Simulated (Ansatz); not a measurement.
Molecule: molecular iodine, I₂ (charge 0, singlet). 
Structure (B3LYP-D3(BJ)/def2-TZVP (Ansatz, a program for electronic structure) minimum search):
```xyz
2

I      0.0000     0.0000    -1.3474
I      0.0000     0.0000     1.3474
```

Parts of the frozen-core correlation energy in def2-SVPD (Ansatz, hartree). Frozen orbitals: 18; correlated occupied orbitals by spin: 7 and 7; virtual: 45 and 45. No spin-orbit coupling. Past Kr the def2 sets carry scalar-relativistic core potentials.

| term | value |
|---|---|
| reference (HF) | -593.31829 |
| MP2 opposite-spin | … |
| MP2 same-spin | … |
| CCSD correlation | … |
| (T) | -0.00650 |
| T1 diagnostic | 0.010 |
| largest doubles amplitude | 0.110 |

**Question.** Complete the blanks.

**Answer.** 
- MP2 opposite-spin, value: -0.14883
- MP2 same-spin, value: -0.05444
- CCSD correlation, value: -0.22409
